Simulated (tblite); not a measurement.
Compound: C6H3Cl2O2 (doublet state).
Numbering: `[CH:1]#[C:2][CH:3][C:4]([C:5](=[O:6])[OH:7])=[C:8]([Cl:9])[Cl:10]` (hydrogens: H11 on C1; H12 on C3; H13 on O7)

Cartesian coordinates in Å at the GFN2-xTB level; atoms count from 1:
```xyz
13
C6H3Cl2O2 angstrom
C      2.837    0.079   -0.553
C      1.707   -0.350   -0.569
C      0.438   -0.898   -0.612
C     -0.677   -0.350    0.018
C     -0.522    0.922    0.797
O     -0.960    1.111    1.898
O      0.175    1.837    0.124
C     -1.923   -0.947   -0.002
Cl    -3.297   -0.260    0.733
Cl    -2.209   -2.416   -0.826
H      3.812    0.466   -0.536
H      0.328   -1.828   -1.150
H      0.288    2.637    0.661
```

Level: GFN2-xTB in tblite, geometry and Hessian alike; calculated harmonic values, unscaled, isolated species. The method is semi-empirical: single wavenumbers can be off by several per cent or more. One conformer, not necessarily the lowest. Open shells enter through the occupations alone, without spin polarisation, and single modes of such species can be off by tens of per cent.

Harmonic wavenumbers (cm⁻¹): 32.4, 56.7, 95.6, 112.9, 149.1, 220.9, 223.7, 268.0, 298.4, 336.8, 375.1, 417.0, 457.2, 580.7, 582.6, 617.9, 630.4, 687.9, 727.3, 747.9, 831.7, 857.9, 1091.2, 1132.3, 1200.7, 1276.3, 1380.5, 1409.1, 1781.9, 2173.9, 3067.9, 3393.9, 3435.2.

A = 1420, B = 748.3, C = 510.7 MHz; mass 176.951 u (most abundant isotopes); point group C1, symmetry number 1; spin multiplicity 2.

**Question.** What is the zero-point energy?

**Answer.** Half the sum of the wavenumbers: 15326 cm⁻¹ = 43.82 kcal/mol.

**Question.** Entropy at 400 K, 1 bar (ideal gas, RRHO, classical rotation)?

**Answer.** Translation 42.91, rotation 31.64, vibration 43.97, spin (R ln 2) 1.38: S = 119.9 cal/(mol K).

**Question.** And Cp and H(400 K) − H(0)?

**Answer.** Cp = 45.82 cal/(mol K), of which vibrations give 37.87 (their classical limit is 33 R = 65.6); H(400 K) − H(0) = 11.85 kcal/mol without the zero-point energy, 8.67 from vibrations.

**Question.** How do the functions run with temperature in this model?

**Answer.** 
```
 T (K)  S (cal/(mol K))  Cp (cal/(mol K))  H − H(0) (kcal/mol)  G − H(0) (kcal/mol)  ln q(vib)
   150             85.1              26.1                 2.58               -10.19       3.89
   250            100.8              35.7                 5.68               -19.50       6.94
298.15            107.4              39.4                 7.49               -24.52       8.35
   600            140.2              54.1                21.91               -62.19      16.34
   900            163.5              60.9                39.26              -107.92      22.89
```

q(vib) and H(0) count from the zero-point level.

**Question.** Which modes carry the vibrational entropy at 400 K?

**Answer.** 32.4 cm⁻¹: 6.26; 56.7 cm⁻¹: 5.15; 95.6 cm⁻¹: 4.12; 112.9 cm⁻¹: 3.79; 149.1 cm⁻¹: 3.25; 220.9 cm⁻¹: 2.50 cal/(mol K); the other 27 give 18.91 together.

**Question.** What must be added to the electronic energy to get the Gibbs energy at 400 K and 1 bar?

**Answer.** ZPE + [H(400 K) − H(0)] − T·S = 43.82 + 11.85 − 47.96 = 7.71 kcal/mol.

**Question.** Blend soft modes into free rotors: weight 1/[1 + (100 cm⁻¹/ν̃)⁴] for the oscillator and the rest for a rotor with moment μB/(μ + B), μ = h/(8π²ν), B = 10⁻⁴⁴ kg m². What vibrational entropy results?

**Answer.** 39.81 cal/(mol K) in place of 43.97, which changes −T·S at 400 K by +1.66 kcal/mol.

Hindered rotation and anharmonicity are outside this model. Other conformers, if any are populated, would add a mixing term that is left out. The structure is chiral; the term R ln 2 for an equal mix with its mirror image is left out.
